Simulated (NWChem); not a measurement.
All runs are NWChem calculations. System: HAs, charge 0, spin multiplicity 3, at a geometry optimised with UPBE0/def2-SVP. The structure started from a generated list of species. Its SCF solution wasn't tested for a lower state. Level: UMP2/def2-QZVP, 9 core orbitals frozen.

Job file:

```
start mol
memory heap 200 mb stack 900 mb global 1100 mb
geometry units angstroms nocenter noautoz
  As     0.000000     0.000000     0.045131
  H      0.000000     0.000000    -1.489334
  symmetry group C2v
end
basis spherical
  * library def2-qzvp
end
scf
  uhf
  nopen 2
  maxiter 100
  thresh 1e-7
  semidirect memsize 60000000 filesize 0
  # guess.movecs holds the orbitals of an unrestricted PBE0 run
  vectors input guess.movecs output mol.movecs
end
mp2
  freeze core 9
end
task mp2 energy
```

Part of the output:

```
             Northwest Computational Chemistry Package (NWChem) 7.3.0
             --------------------------------------------------------

                                NWChem Input Module
                                -------------------

 Scaling coordinates for geometry "geometry" by  1.889725989
 (inverse scale =  0.529177249)

 Turning off AUTOSYM since
 SYMMETRY directive was detected!

                             Geometry "geometry" -> ""
                             -------------------------

 Output coordinates in angstroms (scale by  1.889725989 to convert to a.u.)

  No.       Tag          Charge          X              Y              Z
 ---- ---------------- ---------- -------------- -------------- --------------
    1 As                  33.0000     0.00000000     0.00000000     0.04513100
    2 H                    1.0000     0.00000000     0.00000000    -1.48933400

 Effective nuclear repulsion energy (a.u.)      11.3804154653

            Nuclear Dipole moment (a.u.)
            ----------------------------
        X                 Y               Z
 ---------------- ---------------- ----------------
     0.0000000000     0.0000000000    -0.0000207870

      Symmetry information
      --------------------

 Group name             C2v
 Group number             16
 Group order               4
 No. of unique centers     2

      Symmetry unique atoms

     1    2


 Summary of "ao basis" -> "" (spherical)
 ------------------------------------------------------------------------------
       Tag                 Description            Shells   Functions and Types
 ---------------- ------------------------------  ------  ---------------------
 *                         def2-qzvp                  on all atoms

 Summary of "ao basis" -> "ao basis" (spherical)
 ------------------------------------------------------------------------------
       Tag                 Description            Shells   Functions and Types
 ---------------- ------------------------------  ------  ---------------------
 As                        def2-qzvp                25       75   11s7p4d2f1g
 H                         def2-qzvp                10       30   4s3p2d1f

                                 NWChem SCF Module
                                 -----------------

  ao basis        = "ao basis"
  functions       =   105
  atoms           =     2
  alpha electrons =    18
  beta  electrons =    16
  charge          =   0.00
  wavefunction    = UHF
  use symmetry    = T
  symmetry adapt  = T

 Summary of "ao basis" -> "ao basis" (spherical)
 ------------------------------------------------------------------------------
       Tag                 Description            Shells   Functions and Types
 ---------------- ------------------------------  ------  ---------------------
 As                        def2-qzvp                25       75   11s7p4d2f1g
 H                         def2-qzvp                10       30   4s3p2d1f

      Symmetry analysis of basis
      --------------------------

        a1         46
        a2         11
        b1         24
        b2         24

 Forming initial guess at       0.1s

   Symmetry analysis of molecular orbitals - initial alpha
   -------------------------------------------------------

  Numbering of irreducible representations:

     1 a1          2 a2          3 b1          4 b2

  Orbital symmetries:

     1 a1          2 a1          3 b2          4 b1          5 a1
     6 a1          7 b2          8 b1          9 a1         10 a1
    11 a2         12 b2         13 b1         14 a1         15 a1
    16 a1         17 b2         18 b1         19 a1         20 a1
    21 b2         22 b1         23 a1         24 b2         25 b1
    26 a2         27 a1         28 a1

   Symmetry analysis of molecular orbitals - initial beta
   ------------------------------------------------------

  Numbering of irreducible representations:

     1 a1          2 a2          3 b1          4 b2

  Orbital symmetries:

     1 a1          2 a1          3 a1          4 b2          5 b1
     6 a1          7 a1          8 b1          9 b2         10 a1
    11 a1         12 a2         13 b2         14 b1         15 a1
    16 a1         17 b2         18 b1         19 a1         20 a1
    21 a1         22 b2         23 b1         24 b2         25 b1
    26 a1         27 a2         28 a1

 Starting SCF solution at       0.1s

 ----------------------------------------------
         Quadratically convergent UHF

 Convergence threshold     :          1.000E-07
 Maximum no. of iterations :          100
 Integral*density screening:          1.000E-09
 ----------------------------------------------

              iter       energy          gnorm     gmax       time
             ----- ------------------- --------- --------- --------
                 1    -2234.7958354999  1.83D+00  7.28D-01      3.5
                 2    -2234.8063808838  6.87D-01  2.77D-01      3.6
                 3    -2234.8088385186  5.55D-01  2.28D-01      3.6
                 4    -2234.8093853833  1.37D-02  3.39D-03      3.6
                 5    -2234.8094443595  1.41D-04  4.75D-05      3.9
                 6    -2234.8094443667  6.31D-09  2.10D-09      4.3

       Final UHF  results
       ------------------

         Total SCF energy =  -2234.809444366680
      One electron energy =  -3138.116586523665
      Two electron energy =    891.926726691667
 Nuclear repulsion energy =     11.380415465319

                       Sz =      1.0000
                 Sz(Sz+1) =      2.0000
                      S^2 =      2.0203
[...]
    24      0.185769  1 As px                21     -0.172000  1 As px

                     UHF Final Beta Molecular Orbital Analysis
                     -----------------------------------------

 Vector   14  Occ=1.000000D+00  E=-2.107651D+00  Symmetry=a2
              MO Center=  2.0D-13,  1.1D-12,  4.5D-02, r^2= 1.5D-01
   Bfn.  Coefficient  Atom+Function         Bfn.  Coefficient  Atom+Function
  ----- ------------  ---------------      ----- ------------  ---------------
    33      0.860213  1 As d -2              38      0.215282  1 As d -2

 Vector   15  Occ=1.000000D+00  E=-6.835068D-01  Symmetry=a1
              MO Center=  1.3D-16, -4.1D-16, -5.3D-01, r^2= 1.3D+00
   Bfn.  Coefficient  Atom+Function         Bfn.  Coefficient  Atom+Function
  ----- ------------  ---------------      ----- ------------  ---------------
    10      0.484412  1 As s                  8     -0.306178  1 As s
     9      0.279394  1 As s                  7     -0.252203  1 As s
    78      0.180313  2 H  s                 11      0.158609  1 As s

 Vector   16  Occ=1.000000D+00  E=-4.210113D-01  Symmetry=a1
              MO Center= -1.5D-15, -3.0D-16, -5.2D-02, r^2= 2.1D+00
   Bfn.  Coefficient  Atom+Function         Bfn.  Coefficient  Atom+Function
  ----- ------------  ---------------      ----- ------------  ---------------
    10      0.318800  1 As s                 29      0.276840  1 As pz
    11      0.274537  1 As s                 78     -0.266005  2 H  s
    26      0.247770  1 As pz                 8     -0.180839  1 As s
     9      0.171864  1 As s                 77     -0.152409  2 H  s
     7     -0.151431  1 As s

 Vector   17  Occ=0.000000D+00  E= 3.125850D-02  Symmetry=b1
              MO Center= -1.3D-15,  3.1D-13,  2.2D-02, r^2= 3.7D+00
   Bfn.  Coefficient  Atom+Function         Bfn.  Coefficient  Atom+Function
  ----- ------------  ---------------      ----- ------------  ---------------
    30      0.711724  1 As px                24      0.301629  1 As px

 Vector   18  Occ=0.000000D+00  E= 3.125850D-02  Symmetry=b2
              MO Center=  6.0D-14, -4.1D-16,  2.2D-02, r^2= 3.7D+00
   Bfn.  Coefficient  Atom+Function         Bfn.  Coefficient  Atom+Function
  ----- ------------  ---------------      ----- ------------  ---------------
    31      0.711724  1 As py                25      0.301629  1 As py

 Vector   19  Occ=0.000000D+00  E= 1.255326D-01  Symmetry=a1
              MO Center= -3.6D-15, -2.6D-15, -3.6D-01, r^2= 7.1D+00
   Bfn.  Coefficient  Atom+Function         Bfn.  Coefficient  Atom+Function
  ----- ------------  ---------------      ----- ------------  ---------------
    79      2.601909  2 H  s                 32      1.541396  1 As pz
    11     -1.339716  1 As s                 78     -0.688197  2 H  s
    29     -0.256612  1 As pz                 9     -0.252762  1 As s
    77      0.155547  2 H  s

 center of mass
 --------------
 x =   0.00000000 y =   0.00000000 z =   0.04679674

 moments of inertia (a.u.)
 ------------------
           8.361683116960           0.000000000000           0.000000000000
           0.000000000000           8.361683116960           0.000000000000
           0.000000000000           0.000000000000           0.000000000000

  Mulliken analysis of the total density
  --------------------------------------

    Atom       Charge   Shell Charges
 -----------   ------   -------------------------------------------------------
    1 As  33    32.94   1.87 -0.03  0.15  0.87  0.98  0.24  1.10  0.76  0.45  1.06  0.43  6.00  3.21  2.25  0.57  0.91  1.55  0.50  8.36  1.45  0.22  0.03  0.00  0.00  0.00
    2 H    1     1.06   0.10  0.32  0.49  0.11  0.00  0.01  0.02  0.00  0.00  0.00

  Mulliken analysis of the alpha density
  --------------------------------------

    Atom       Charge   Shell Charges
 -----------   ------   -------------------------------------------------------
    1 As  33    17.51   0.93 -0.01  0.08  0.43  0.49  0.12  0.55  0.38  0.22  0.56  0.22  3.00  1.63  1.12  0.28  0.74  1.32  0.43  4.17  0.73  0.12  0.02  0.00  0.00  0.00
    2 H    1     0.49   0.05  0.15  0.21  0.05  0.00  0.00  0.01  0.00  0.00  0.00

   Mulliken analysis of the beta density
   -------------------------------------

    Atom       Charge   Shell Charges
 -----------   ------   -------------------------------------------------------
    1 As  33    15.42   0.93 -0.01  0.08  0.43  0.49  0.12  0.55  0.38  0.23  0.50  0.22  3.00  1.58  1.14  0.28  0.18  0.24  0.07  4.19  0.72  0.10  0.01  0.00  0.00  0.00
    2 H    1     0.58   0.06  0.17  0.28  0.06  0.00  0.00  0.01  0.00  0.00  0.00

   Mulliken analysis of the spin density
   -------------------------------------

    Atom       Charge   Shell Charges
 -----------   ------   -------------------------------------------------------
    1 As  33     2.09  -0.00 -0.00  0.00  0.00 -0.00  0.00  0.00 -0.00 -0.02  0.06  0.00  0.00  0.04 -0.02  0.00  0.56  1.08  0.37 -0.02  0.00  0.02  0.02 -0.00 -0.00 -0.00
    2 H    1    -0.09  -0.01 -0.02 -0.06 -0.01  0.00  0.00  0.01  0.00  0.00  0.00

       Multipole analysis of the density wrt the origin
       ------------------------------------------------

     L   x y z        total         alpha         beta         nuclear
     -   - - -        -----         -----         ----         -------
     0   0 0 0     -0.000000    -18.000000    -16.000000     34.000000

     1   1 0 0      0.000000      0.000000      0.000000      0.000000
     1   0 1 0      0.000000      0.000000      0.000000      0.000000
     1   0 0 1     -0.117200     -0.037324     -0.079856     -0.000021

     2   2 0 0    -14.288007    -10.242719     -4.045288      0.000000
     2   1 1 0      0.000000      0.000000      0.000000      0.000000
     2   1 0 1      0.000000      0.000000      0.000000      0.000000
     2   0 2 0    -14.288007    -10.242719     -4.045288      0.000000
     2   0 1 1      0.000000     -0.000000      0.000000      0.000000
     2   0 0 2    -14.231550    -12.249867    -10.142745      8.161062

                   NWChem MP2 Semi-direct Energy/Gradient Module
                   ---------------------------------------------

  Basis functions       =    105
  Molecular orbitals    =    105
  Frozen core           =      9
  Frozen virtuals       =      0
  Active alpha occupied =      9
  Active beta occupied  =      7
  Active alpha virtual  =     87
  Active beta virtual   =     89
  Use MO symmetry       = T
  Use skeleton AO sym   = T

  AO/Fock/Back tols     =   1.0D-09  1.0D-09  1.0D-09

 GA uses MA = F    GA memory limited = T

 Available:
  local mem=  1.26D+08
 global mem=  1.44D+08
 local disk=  0.00D+00
  mp2_memr nvloc                    87
  nvloc new                    87
   1 passes of   9:        7340032                      87182                  14834071.
   1 passes of   9: M    126150811           G      144157150           F     118810779.

 Semi-direct pass number   1 of   1  for UHF alpha       at        4.5s
  vrange nnbf                  5565
  mp2_eaftype                    56  avail_ma_in_mb                  1099
 EAF : mp2_eaftype filesize          56    7417035.
  mp2_eaf for mointskh                     56
Node 0 wrote     34.9 Mb in      0.0 s     Agg I/O rate:  1993.9 Mb/s
 Done moints_semi at       17.0s
  mp2_eaftype                    56  avail_ma_in_mb                  1043
 EAF : mp2_eaftype filesize          56    7417035.
  mp2_eaf for kh                    56
 Done maket at       17.2s
 Done multipass loop at       17.2s

 GA uses MA = F    GA memory limited = T

 Available:
  local mem=  1.26D+08
 global mem=  1.44D+08
 local disk=  0.00D+00
  mp2_memr nvloc                    89
  nvloc new                    89
   1 passes of   7:        7340032                      73963                  11806711.
   1 passes of   7: M    126150811           G      144157150           F     118810779.

 Semi-direct pass number   1 of   1  for UHF beta        at       17.3s
  vrange nnbf                  5565
  mp2_eaftype                    45  avail_ma_in_mb                  1099
 EAF : mp2_eaftype filesize          45    5903355.
  mp2_eaf for mointskh                     45
Node 0 wrote     27.7 Mb in      0.0 s     Agg I/O rate:  2306.2 Mb/s
 Done moints_semi at       28.7s
  mp2_eaftype                    45  avail_ma_in_mb                  1054
 EAF : mp2_eaftype filesize          45    5903355.
  mp2_eaf for kh                    45
 Done maket at       28.8s
 Done multipass loop at       28.8s

          -------------------------------------------
          SCF energy               -2234.809444366680
          Correlation energy          -0.282625631765
          Singlet pairs                0.000000000000
          Triplet pairs                0.000000000000
          Total MP2 energy         -2235.092069998444
          -------------------------------------------

          ---------------------------------------------------
                    Spin Component Scaled (SCS) MP2
          Same spin pairs                     -0.087068286020
          Same spin scaling factor             0.333333333333
          Opposite spin pairs                 -0.195557345745
          Opposite spin scaling fact.          1.200000000000
          SCS-MP2 correlation energy          -0.263691576901
          Total SCS-MP2 energy             -2235.073135943580
          ---------------------------------------------------

 -----------------------
 Performance information
 -----------------------

 Timer overhead =  1.59D-07 seconds/call

               Nr. of calls         CPU time (s)                 Wall time (s)                GFlops
             ---------------    -------------------     ------------------------------   -------------------
Name         Min   Avg   Max    Min     Avg     Max     Min     Avg     Max   Mx/calls   Min     Max     Sum
mp2: moin     2     2     2    24.     24.     24.      24.     24.     24.     12.      0.0     0.0     0.0
mp2: make     2     2     2   0.28    0.28    0.28     0.28    0.28    0.28    0.14      0.0     0.0     0.0
mp2: tota     1     1     1    24.     24.     24.      24.     24.     24.     24.      0.0     0.0     0.0

 The average no. of pstat calls per process was 5.00D+00
 with a timing overhead of 7.93D-07s

 Task  times  cpu:       28.8s     wall:       28.8s

 Total times  cpu:       28.8s     wall:       28.8s
```
